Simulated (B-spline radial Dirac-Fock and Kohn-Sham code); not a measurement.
Method: multi-electron Dirac-Fock with separately optimised hole states, Breit and Lamb-shift corrections added in first order. Computed with a radial finite-basis atomic code. Free neutral atoms.

Question: Order these X-ray lines by photon energy, lowest first.
A. Hf Mζ2
B. Zr Lβ1
C. Sr Lγ2
D. W Mα2
E. Cu Lβ3
F. Os Mζ1

Answer: E (1023.2 eV), A (1271.8 eV), F (1486.2 eV), D (1775.8 eV), B (2126.1 eV), C (2202.3 eV).
